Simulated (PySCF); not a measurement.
A side-by-side comparison of computed properties.

First species: C₆H₆Cl₂.
Structure used (PBE0-D3(BJ)/def2-SVP), in Å, numbered top down from 1:
```xyz
14
C6H6Cl2 angstrom
Cl     3.1225    1.6009   -0.0179
C      2.4793   -0.0556    0.2343
Cl     3.1355   -1.1477   -1.0301
C      1.0034   -0.0654    0.2384
C      0.2093   -0.4569    1.2637
C     -1.1892   -0.3196    0.8686
C     -1.2431    0.1549   -0.3954
C      0.1444    0.3592   -0.9099
H      2.8894   -0.4051    1.1882
H      0.5543   -0.8194    2.2340
H     -2.0404   -0.5657    1.5048
H     -2.1441    0.3647   -0.9727
H      0.3535   -0.2425   -1.8129
H      0.3407    1.4091   -1.1930
```

Second species: C₆H₉Br.
SMILES: `Br[C@H]1[C@@H]2CC[C@H]1C2`

Levels: B3LYP/def2-SVPD for HOMO energy, LUMO energy, HOMO–LUMO gap and static isotropic polarisability; TDDFT B3LYP/def2-SVPD for lowest singlet excitation. Geometries: PBE0-D3(BJ)/def2-SVP. Each species is one conformer at its optimised geometry, gas phase, non-relativistic unless stated; the electronic structure was computed with PySCF and density fitting.

Dipoles, sizes and rotational constants follow the conformer. The torsions of the flexible species, by atom-mapped SMILES:
- `[Cl:1][CH:2]([Cl:3])[C:4]1=[CH:5][CH:6]=[CH:7][CH2:8]1`: Cl1–C2–C4–C5 -119°

The conformers of `Br[C@H]1[C@@H]2CC[C@H]1C2` aren't listed.

Values for the first species:

```
HOMO energy                     : -6.58 eV
LUMO energy                     : -1.61 eV
HOMO–LUMO gap                   : 4.97 eV
Lowest singlet excitation       : 4.62 eV
Static isotropic polarisability : 99.7 au
```

Question: Estimate the same properties for the second species, and the change in each.

Answer: 
```csv
property,first,second,second less first
HOMO energy,-6.58 eV,-7.35 eV,-0.77 eV
LUMO energy,-1.61 eV,-0.24 eV,+1.37 eV
HOMO–LUMO gap,4.97 eV,7.11 eV,+2.14 eV
lowest singlet excitation,4.62 eV,5.98 eV,+1.36 eV
static isotropic polarisability,99.7 au,87.8 au,-11.9 au
```

On the first: S1 lies 0.35 eV below the HOMO–LUMO gap; its leading configuration is HOMO→LUMO, weight 0.98. The 10 singlets span 4.62 to 6.66 eV, and their oscillator strengths add up to 0.34.

On the second: The polarisability is 13.01 Å³ as a volume (1 au = 0.148185 Å³), or 1.10 au for each of the 80 electrons. The principal polarisabilities are 78.4, 78.9 and 106.1 au; their mean is the isotropic value. Relativistic effects, spin–orbit coupling among them, are left out although an element past zinc is present.
